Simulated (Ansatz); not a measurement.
ZnMeBr (CH3BrZn). Charge 0, multiplicity 3. Geometry PBE0-D4/def2-TZVP, that of the neutral singlet.

```xyz
6

Zn    1.057    0.290    0.100
C    -0.796   -0.218   -0.075
H    -1.385    0.623   -0.444
H    -1.196   -0.527    0.892
H    -0.895   -1.049   -0.776
Br    3.215    0.882    0.304
```

At PBE-D4/def2-TZVP the gap within one spin of the charge 0 triplet nearly closes, so an electron or hole may be smeared out by delocalisation error. At PBE0-D4/def2-TZVP a singlet of charge 0 lies 5.82 eV below the triplet at the same geometry.

Estimate the α-spin orbital energies around the gap (eV) in Ansatz with PBE-D4/def2-TZVP, r2SCAN-D4/def2-TZVP, PBE0-D4/def2-TZVP.


```
orbital  PBE-D4/def2-TZVP  r2SCAN-D4/def2-TZVP  PBE0-D4/def2-TZVP
 HOMO−5            -10.47               -11.26             -12.84
 HOMO−4             -9.45                -9.86             -11.23
 HOMO−3             -8.53                -9.12             -10.16
 HOMO−2             -7.95                -7.80              -8.43
 HOMO−1             -7.61                -7.59              -8.36
   HOMO             -2.13                -2.33              -2.93
   LUMO             -1.50                -1.55              -0.88
 LUMO+1             -1.44                -1.52              -0.87
 LUMO+2              0.35                 0.73               0.79
 LUMO+3              1.60                 2.01               2.10
 LUMO+4              1.70                 2.02               2.11
 LUMO+5              1.71                 2.38               2.54
 β HOMO             -7.38                -7.35              -8.10
 β LUMO             -7.36                -7.24              -6.67
```
